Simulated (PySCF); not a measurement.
C7H15B.
InChI=1S/C7H15B/c1-2-7-4-3-5-8-6-7/h7-8H,2-6H2,1H3/t7-/m0/s1

The closed-shell ground state was solved at several levels (PySCF, density fitting, gas phase, non-relativistic). Isolated species at its PBE0-D3(BJ)/def2-SVP geometry (one conformer only).

```
           level  basis functions  HOMO (eV)  LUMO (eV)  gap (eV)  dipole (D)
   PBE0/pcSseg-1              211      -7.89      -0.62      7.27        0.45
wB97X-D/pcSseg-1              211      -9.78       1.29     11.07        0.42
```

**Question.** What might wB97X-D/def2-SVPD (280 basis functions) give for the same quantities?

**Answer.** HOMO -9.75 eV, LUMO 1.26 eV, gap 11.01 eV, dipole 0.45 D.

**Question.** Over all these levels, which gives the widest orbital gap and which the narrowest?

**Answer.** wB97X-D/pcSseg-1 (range-separated hybrid) has the widest, 11.07 eV, and PBE0/pcSseg-1 (global hybrid, 25 % exact exchange) the narrowest, 7.27 eV. The two share the basis. From the narrowest to the widest the HOMO moves by -1.89 eV and the LUMO by +1.91 eV.

**Question.** How far do the dipole and the HOMO energy spread over the levels?

**Answer.** The dipole runs from 0.42 to 0.45 D (mean 0.44 D) and the HOMO from -9.78 to -7.89 eV.
